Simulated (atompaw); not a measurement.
## aluminium PAW (atompaw): all-electron and pseudo phase curves

Al, PAW, made with atompaw 4.2.0.5 (LDA (PW92), scalar-relativistic). Core [Ne], reference 3s2 3p1. Waves: 3s (bound): rc 2.75 bohr; 3s channel at 0.75 Ry: rc 2.75 bohr; 3p (bound): rc 2.75 bohr; 3p channel at 3.6 Ry: rc 2.75 bohr. Local part: bessel scheme, radius 2.50 bohr. Core correction: smooth core density matched at 1.85 bohr. Augmentation charge: besselshape compensation charge, radius 2.05 bohr; PAW radius 2.75 bohr; waves and projectors: custom rrkj gramschmidtortho.

The phase is arctan(r·u′/u) with u = r·R(r), unwrapped; energies in Ry, scanned from -3 to 5 Ry. A pole is an energy at which the radial function vanishes at the test radius. The pseudo phase is shifted by a multiple of π to meet the all-electron one at the reference energy, and phase errors are pseudo minus all-electron; the curves can meet again beyond the range given. Levels narrower than the energy grid can be missing from the lists of poles.

Task: For each channel, where are the poles, and over which energies does the pseudopotential scatter like the atom?

Result:

```json
{"channel": "s", "radius (bohr)": "2.76", "reference energy (Ry)": "-0.58", "poles, all-electron": "0.42", "poles, pseudo": "0.42, 4.87", "unbroken range about the reference energy with phases within 0.05 rad": "below 2.4", "phase error 1 Ry above the reference energy (rad)": "-0.000"}
{"channel": "p", "radius (bohr)": "2.76", "reference energy (Ry)": "-0.20", "poles, all-electron": "1.17", "poles, pseudo": "1.18", "unbroken range about the reference energy with phases within 0.05 rad": "the whole range", "phase error 1 Ry above the reference energy (rad)": "+0.001"}
```

Phases in the s channel:

```tsv
E (Ry)	all-electron	pseudo
-3.00	1.320	1.319
-2.76	1.303	1.302
-2.52	1.283	1.282
-2.28	1.257	1.256
-2.04	1.223	1.222
-1.80	1.175	1.174
-1.56	1.103	1.102
-1.32	0.983	0.982
-1.08	0.743	0.742
-0.84	0.182	0.181
-0.60	-0.681	-0.681
-0.36	-1.160	-1.160
-0.12	-1.370	-1.370
0.12	-1.483	-1.483
0.36	-1.556	-1.556
0.60	-1.610	-1.610
0.84	-1.654	-1.654
1.08	-1.695	-1.695
1.32	-1.735	-1.735
1.56	-1.779	-1.780
1.80	-1.830	-1.834
2.04	-1.896	-1.905
2.28	-1.988	-2.010
2.52	-2.131	-2.191
2.76	-2.382	-2.556
3.00	-2.848	-3.263
3.24	-3.492	-3.927
3.48	-3.962	-4.256
3.72	-4.214	-4.422
3.96	-4.355	-4.520
4.20	-4.444	-4.588
4.44	-4.505	-4.639
4.68	-4.549	-4.681
4.92	-4.583	-4.720
```
